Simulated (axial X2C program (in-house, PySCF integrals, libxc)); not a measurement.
**Nuclear properties of PbGe**

Calculated with an in-house all-electron X2C program for linear molecules (integrals from PySCF): two-component X2C with atomic mean-field Coulomb and Gaunt terms, Gaussian nuclei, basis Pb dyall-cv3z, Ge dyall-cv3z with contracted cores.

R = 2.617 Å (near the PBE0 minimum at charge 0 of the determinant lowest at the starting distance; the state shown can have its own minimum elsewhere).

Determinant lowest in the PBE0 search, Ω = 1 (⟨Sz⟩ = 0.79, ⟨Lz⟩ = 0.21 at PBE0), spin on the atoms Pb 0.24, Ge 0.55:

| level | Eeff magnitude (GV/cm) | Ws magnitude Pb (kHz) | A∥/gI Pb (MHz) | qzz Pb (a.u.) | A∥/gI Ge (MHz) | qzz Ge (a.u.) | μ (D) |
| --- | --- | --- | --- | --- | --- | --- | --- |
| PBE0 | 17.4 | 21.3 | -653 | -12.15 | -342 | -1.90 | -1.17 |
| HF | 59.9 | 73.3 | -3340 | -11.94 | -447 | -1.35 | -1.59 |
| TPSSh | 13.8 | 17.1 | -616 | -12.35 | -323 | -2.03 | -1.24 |
| PBE | 12 | 14.8 | -406 | -11.31 | -355 | -2.05 | -1.03 |
| PBE50 | 25.9 | 31.5 | -1050 | -12.81 | -330 | -1.75 | -1.30 |

Determinant 0.26 eV from it at PBE0 and this distance, Ω = 0 (closed shell), highest spinor 62% Ge p, 31% Pb p, 3% Pb s:

```tsv
level	qzz Pb (a.u.)	qzz Ge (a.u.)	μ (D)
PBE0	-12.19	-3.67	-0.71
HF	-12.79	-3.47	-0.75
TPSSh	-12.03	-3.73	-0.77
PBE	-11.77	-3.71	-0.65
PBE50	-12.58	-3.61	-0.76
```

Eeff is the effective electric field on the electron electric dipole moment in this Ω state and Ws the scalar–pseudoscalar constant of the nucleus named (defined with the proton number Z and per Ω); A∥ (defined per Ω) follows by multiplying with gI = μI/(I μN); qzz is the electric field gradient, eQq0 = 234.96 MHz × Q/barn × qzz; μ is positive if the Ge end (last atom) is positive. The operators were transformed with the bare-nucleus X2C matrices; with these basis sets, hyperfine constants and field gradients can be off by tens of per cent, and where levels differ in sign neither size nor sign is settled.

Problem. With gI(73Ge) = -0.1954, Q(73Ge) = -0.196 barn (g factors from the IAEA table of nuclear moments by Stone; Q from Pyykkö, Mol. Phys. 2018), turn the PBE0 values of the first state into constants in MHz.

Solution. A∥(73Ge) = -342 × -0.1954 = 66.8 MHz; eQq0(73Ge) = 234.96 × (-0.196) × (-1.90) = 87.5 MHz.

Each state is one determinant with collinear spin, which with several unpaired electrons need not be a pure state. Unrestricted Hartree–Fock can overshoot spin polarisation at the nuclei. A closed determinant beside an open π² or δ² triplet, such as (π1/2)², mixes with its partner pair into the 0⁺ component of the triplet and ¹Σ⁺, so its energy is not that of a level, and 0⁺ can lie lowest. With several open shells hyperfine constants can be off by a factor of several. Where Eeff spreads by more than a factor of two the levels disagree and none is to be relied on. Open-shell Ω = 0 determinants with evenly filled partner blocks cannot be reached by this program, so the Ω shown need not be the lowest component. States lie within half an eV, so the first need not be the ground state. Further determinants of the search, some of them spin-mixed, are not shown. Where a field gradient or hyperfine factor spreads by more than a factor of two over the levels, a constant derived from it is not to be relied on. PBE0 term energies can be off by some tenths of an eV.
